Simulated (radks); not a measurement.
Coulomb parameter of the 5d shell of neutral rhenium in the model configuration [Xe] 4f14 5d4 6s2 6p1, as a second difference U = [E(n + 0.5) + E(n - 0.5) - 2 E(n)] / (0.5)^2 with all orbitals relaxed. "Bare": the charge of the atom changes with n. "Screened": the 6p shell takes up the change at fixed total charge, which measures U(5d,5d) + U(6p,6p) - 2 U(5d,6p). Method: scalar-relativistic Kohn-Sham, LDA (Slater exchange, Perdew-Wang correlation), spin-unpolarised, spherical densities, point nucleus; computed with a radial shooting solver on a logarithmic mesh with Libxc functionals.

| case | configuration | E - E(n) (eV) |
|---|---|---|
| start | [Xe] 4f14 5d4 6s2 6p1 | 0.000 |
| bare +0.5 | [Xe] 4f14 5d4.5 6s2 6p1 | -3.315 |
| bare -0.5 | [Xe] 4f14 5d3.5 6s2 6p1 | 5.493 |
| screened +0.5 | [Xe] 4f14 5d4.5 6s2 6p0.5 | -2.817 |
| screened -0.5 | [Xe] 4f14 5d3.5 6s2 6p1.5 | 3.353 |

U(bare) = 8.713 eV, U(screened by 6p) = 2.143 eV, against the Slater integral F0(5d,5d) = 13.638 eV with frozen orbitals. The step up makes a negative ion, whose loosely bound charge lowers the bare value.
